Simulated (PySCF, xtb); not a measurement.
ClFH2O2Sn, SMILES [OH][Sn]([OH])([F])[Cl]. The values are those of a single conformer.

Harmonic wavenumbers (cm⁻¹) from xtb with GFN2-xTB at its own minimum, in rising order: 70, 97, 119, 134, 143, 184, 208, 316, 406, 473, 518, 833, 851, 3570, 3592.

What does PBE-D3(BJ)/def2-SVP (PySCF 2.14.0) give at its own minimum? (The exact figures need the calculation; the answer reports its results.)

80, 93, 127, 142, 162, 171, 209, 376, 592, 617, 627, 874, 894, 3683, 3686. Paired by order, the mean absolute difference is 57 cm⁻¹ and the zero-point energies are 16.5 and 17.6 kcal/mol.
